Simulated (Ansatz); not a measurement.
```yaml
crystal:
  periodic: [false, false, false]
  atoms:
    - {symbol: C, position_ang: [0.588062, -1.052535, -1.526734]}
    - {symbol: C, position_ang: [0.910218, -0.630926, 0.022361]}
    - {symbol: C, position_ang: [0.297916, -1.544081, 0.681632]}
    - {symbol: C, position_ang: [-1.351482, -1.138374, 0.851402]}
    - {symbol: C, position_ang: [-1.905751, 0.335521, 1.113442]}
    - {symbol: C, position_ang: [-0.740164, 1.286500, -0.005345]}
    - {symbol: C, position_ang: [0.791030, 0.533963, 0.158673]}
    - {symbol: C, position_ang: [1.382630, 1.533573, -0.907568]}
    - {symbol: H, position_ang: [-0.547291, -0.858315, -2.135746]}
    - {symbol: H, position_ang: [1.206672, -0.582370, -2.396286]}
    - {symbol: H, position_ang: [0.768927, -2.444021, -1.523038]}
    - {symbol: H, position_ang: [1.984568, -0.852903, 0.495080]}
    - {symbol: H, position_ang: [0.596886, -1.253735, 1.899438]}
    - {symbol: H, position_ang: [0.228856, -2.555210, 0.851962]}
    - {symbol: H, position_ang: [-2.171812, -2.082202, 1.356522]}
    - {symbol: H, position_ang: [-1.997779, -1.435172, -0.134885]}
    - {symbol: H, position_ang: [-1.258375, 0.796103, 1.890421]}
    - {symbol: H, position_ang: [-2.735265, 0.575096, 1.114616]}
    - {symbol: H, position_ang: [-0.902067, 2.273372, -0.008123]}
    - {symbol: H, position_ang: [-1.494129, 1.340511, -0.809026]}
    - {symbol: H, position_ang: [1.110095, 1.127241, 1.417165]}
    - {symbol: H, position_ang: [0.984960, 1.572985, -1.700116]}
    - {symbol: H, position_ang: [1.328292, 2.700051, -0.412838]}
    - {symbol: H, position_ang: [2.263184, 1.577412, -0.791424]}
basis:
  gaussian: {orbitals: "6-31G*", final_grid: {core_spheres: 5, valence_spheres: 4, degree: 11}}
total_charge: -3
magnetization: {spin_polarized: true, initial_magnetization: 1}
hamiltonian: {xc: {name: LC-wPBE}}
```

```sh
$ ansatz run in.yaml --threads 4 --pin off --events-out ev --progress --plain --max-ram 66560MiB --backend cpu
```

It prints (some lines left out):

```
Functional definition: LC-wPBE
2040 factors; their error is unknown
656 factors; integrals over basis functions are off by at most 1.6e-5 eV
mean field evaluation 1: about -8502.7448 eV, gradient 3.8e1 eV
mean field evaluation 2: about -8500.7086 eV, gradient 4.8e1 eV
mean field evaluation 4: about -8510.8911 eV, gradient 3.3e0 eV
mean field evaluation 8: about -8511.0708 eV, gradient 4.7e-1 eV
mean field evaluation 16: about -8511.4009 eV, gradient 2.3e-1 eV
mean field evaluation 32: about -8511.0088 eV, gradient 1.8e0 eV
mean field evaluation 64: about -8511.2457 eV, gradient 1.4e-3 eV
mean field evaluation 128: about -8511.2667 eV, gradient 3.4e-4 eV
mean field -8511.26668896 eV, -312.7832816756 hartree, gradient 2.0e-5 eV, S^2 1.501572; 10 other end points of the search recorded, 0 dependent functions left out
reference -8511.26668897 eV, -312.7832816758 hartree; 34, 33 occupied and 118, 119 virtual orbitals, 2040 factors
Total energy: -8511.26668897 eV, -312.7832816758 hartree
```

In this input the charge is far from anything that the molecule holds. The calculation finished and met its thresholds. The result belongs to that input, not to the molecule as meant.
